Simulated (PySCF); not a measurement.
**Dipole response of Re²⁺ (rhenium, charge +2)**

[Xe] 4f14 5d5, high-spin 6S determinant. Calculation: PySCF 2.14, in x2c-TZVPPall with one added diffuse shell each of s, p, d, f type (12s8p8d4f1g, 113 functions); the spin-free X2C one-electron Hamiltonian (Gaussian nucleus). Coupled (time-dependent) response in atomic units; α is the mean over directions.

```json
{"method": "BLYP", "mean α (bohr³)": "12.66", "C₆ (like pair)": "78.87", "S(−4)": "59.98"}
```

S(−4) is the Cauchy moment in α(ω) = α(0) + S(−4) ω² + …

α(iu) at BLYP:

```csv
u (hartree),α(iu) (bohr³)
0,12.66
0.0500,12.51
0.100,12.10
0.200,10.84
0.300,9.479
0.500,7.299
0.750,5.505
1.00,4.317
1.50,2.864
2.00,2.033
3.00,1.168
5.00,0.5222
```

A single London oscillator, α(iu) = α/(1 + u²/ω²), gives C₆ = (3/4) ω α². Matching the computed C₆ needs ω = 4 × 78.87 / (3 × 12.66²) = 0.656 hartree.

For an ion, C₆ is the dispersion term alone; charge-induced terms of lower order in 1/R come first.

Spin-orbit coupling, which splits the p, d and f shells strongly at this Z, is absent.
